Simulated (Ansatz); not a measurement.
C6, SMILES c1#cc#cc#c1.

The structure is a stationary point at r2SCAN-D4/def2-SVP. The geometry has at least one imaginary mode, so it is a saddle point at that level.

Two levels are set side by side: PBE/def2-SVPD (Ansatz, a first-principles code) and CAM-B3LYP/def2-SVPD (Ansatz). Energy differences of separate SCF runs at the same geometry; the states with an electron removed or added have multiplicity 2. Differences are taken from unrounded values.

| quantity | PBE |
|---|---|
| vertical electron affinity (eV) | 2.21 |

**Question.** These are the PBE values. What does CAM-B3LYP give? (An estimate is asked for; the answer gives what the named calculation found.)

**Answer.** 
```
quantity                         CAM-B3LYP  PBE minus CAM-B3LYP
-------------------------------  ---------  -------------------
vertical electron affinity (eV)       1.85                 0.37
```
